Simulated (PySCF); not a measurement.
Basis-set dependence of population analyses: `BNBNC`

Compound: CH₈B₂N₂.
Bonds: B1–N2, N2–B3, B3–N4, N4–C5. Hydrogens: H6, H7 on B1; H8 on N2; H9 on B3; H10 on N4; H11, H12, H13 on C5.

PBE0 throughout (PySCF), one geometry, spherical d and f functions. Isolated species at its PBE0-D3(BJ)/def2-SVP geometry (one conformer only). Atoms taken as equivalent share a column and are averaged. The first 7 of 10 kinds of atom are listed.

Mulliken charges (e):

```tsv
basis	functions	B1	N2	B3	N4	C5	H6/H7	H8
pcSseg-0	61	+0.174	-0.882	+0.604	-0.857	-0.405	-0.014	+0.340
cc-pVDZ	110	-0.087	+0.079	-0.085	-0.080	+0.005	-0.058	+0.100
aug-cc-pVDZ	187	-1.348	+0.038	-0.280	+0.076	+0.768	+0.619	-0.079
IGLO-III	255	+0.258	-0.573	+0.443	-0.311	-0.319	-0.087	+0.218
cc-pVTZ	262	-0.108	-0.050	-0.031	-0.133	-0.191	-0.024	+0.159
```

IAO charges (e):

| basis | functions | B1 | N2 | B3 | N4 | C5 | H6/H7 | H8 |
| --- | --- | --- | --- | --- | --- | --- | --- | --- |
| pcSseg-0 | 61 | -0.002 | -0.411 | +0.145 | -0.358 | -0.302 | -0.011 | +0.271 |
| cc-pVDZ | 110 | +0.008 | -0.432 | +0.160 | -0.373 | -0.288 | -0.010 | +0.276 |
| aug-cc-pVDZ | 187 | +0.014 | -0.445 | +0.166 | -0.392 | -0.297 | -0.009 | +0.282 |
| IGLO-III | 255 | +0.019 | -0.453 | +0.173 | -0.397 | -0.300 | -0.010 | +0.284 |
| cc-pVTZ | 262 | +0.019 | -0.451 | +0.173 | -0.393 | -0.299 | -0.011 | +0.282 |

Hirshfeld charges (e):

| basis | functions | B1 | N2 | B3 | N4 | C5 | H6/H7 | H8 |
| --- | --- | --- | --- | --- | --- | --- | --- | --- |
| pcSseg-0 | 61 | +0.108 | -0.195 | +0.131 | -0.152 | -0.043 | -0.071 | +0.131 |
| cc-pVDZ | 110 | +0.108 | -0.203 | +0.135 | -0.157 | -0.052 | -0.070 | +0.135 |
| aug-cc-pVDZ | 187 | +0.119 | -0.228 | +0.154 | -0.180 | -0.065 | -0.064 | +0.131 |
| IGLO-III | 255 | +0.121 | -0.230 | +0.155 | -0.181 | -0.065 | -0.064 | +0.131 |
| cc-pVTZ | 262 | +0.119 | -0.224 | +0.152 | -0.174 | -0.061 | -0.067 | +0.133 |

ESP-fitted charges (e):

```tsv
basis	functions	B1	N2	B3	N4	C5	H6/H7	H8
pcSseg-0	61	+0.289	-0.534	+0.279	-0.366	-0.359	-0.133	+0.309
cc-pVDZ	110	+0.186	-0.414	+0.172	-0.288	-0.270	-0.103	+0.280
aug-cc-pVDZ	187	+0.267	-0.552	+0.272	-0.313	-0.331	-0.115	+0.308
IGLO-III	255	+0.265	-0.548	+0.267	-0.322	-0.321	-0.114	+0.308
cc-pVTZ	262	+0.249	-0.511	+0.245	-0.304	-0.331	-0.114	+0.300
```

Some averages cover members that differ in this geometry, most widely: H6/H7, Mulliken in aug-cc-pVDZ +0.531 to +0.707; H6/H7, Mulliken in pcSseg-0 -0.035 to +0.008; H6/H7, Mulliken in cc-pVTZ -0.039 to -0.009; H6/H7, Mulliken in cc-pVDZ -0.071 to -0.044 e.

Question: Which scheme is steadiest as the basis changes?

Answer: Largest range over the bases for any column: Hirshfeld 0.03 e, IAO 0.04 e, ESP-fitted 0.14 e, Mulliken 1.61 e. Hirshfeld and IAO charges move least and Mulliken charges most, counted in e.

Question: How much do the charges still move between the two largest bases, IGLO-III and cc-pVTZ?

Answer: At most, over all atoms: Mulliken 0.523 e, IAO 0.004 e, Hirshfeld 0.006 e, ESP-fitted 0.037 e.

Question: What do the same runs give for the total energy, the frontier levels and the dipole moment?

Answer: 
```tsv
basis	energy (Eh)	HOMO (eV)	LUMO (eV)	μ (D)
pcSseg-0	-201.5241	-7.22	-0.24	1.42
cc-pVDZ	-201.9780	-7.08	-0.29	1.23
aug-cc-pVDZ	-201.9908	-7.23	-0.62	1.15
IGLO-III	-202.0498	-7.24	-0.59	1.13
cc-pVTZ	-202.0395	-7.21	-0.48	1.15
```

The dipole is fixed by the density alone, so its range of 0.29 D shows that the density itself changes with the basis, not only its division among atoms.
